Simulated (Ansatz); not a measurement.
Ansatz (a quantum-chemistry and plane-wave program) input (HSE06/def2-TZVPD):

Ansatz 0.2 input:
```yaml
crystal:
  periodic: [false, false, false]
  atoms:
    - {symbol: F, position_ang: [-1.95477787, 0.89537112, -0.04305577]}
    - {symbol: C, position_ang: [-1.45726719, -0.39229940, 0.25125928]}
    - {symbol: Br, position_ang: [0.79584681, -0.13801279, -0.01053057]}
    - {symbol: H, position_ang: [-1.51803441, -0.87409582, -0.75148368]}
basis:
  gaussian:
    orbitals: def2-TZVPD
hamiltonian:
  xc: {name: HSE06}
total_charge: -1
output: {forces: true}
```

Output:

```
Functional definition: HSE06
integrals: 0.07 GiB planned
894 factors; their error is unknown
integrals: 0.10 GiB planned
64 factors; integrals over basis functions are off by at most 1.1e-4 eV
mean field: 0.57 GiB planned
mean field evaluation 1: about -73802.1796 eV, gradient 4.1e1 eV
mean field evaluation 2: about -73798.8169 eV, gradient 6.6e1 eV
mean field evaluation 4: about -73804.9511 eV, gradient 2.2e0 eV
mean field evaluation 8: about -73805.2841 eV, gradient 4.7e-1 eV
mean field evaluation 16: about -73805.2843 eV, gradient 8.1e-5 eV
mean field -73805.28425539 eV, -2712.2941693671 hartree, gradient 3.6e-5 eV, S^2 0.000000; 0 other end points of the search recorded, 0 dependent functions left out
the calculation of the forces begins
reference -73805.28430585 eV, -2712.2941712215 hartree; 26, 26 occupied and 117, 117 virtual orbitals, 894 factors
Total energy: -73805.28430585 eV, -2712.2941712215 hartree
Atom 0 at    -1.954778     0.895371    -0.043056 Å, force     0.154637    -0.339137     0.063189 eV/Å
Atom 1 at    -1.457267    -0.392299     0.251259 Å, force     0.185260     0.371407    -0.045015 eV/Å
Atom 2 at     0.795847    -0.138013    -0.010531 Å, force    -0.351686    -0.028814     0.028120 eV/Å
Atom 3 at    -1.518034    -0.874096    -0.751484 Å, force     0.011790    -0.003456    -0.046294 eV/Å
Dipole moment:     0.285481     0.055189    -0.288146 e Å
```

It need not be the lowest isomer of its formula. Whether it binds its extra electron was not tested at this geometry.
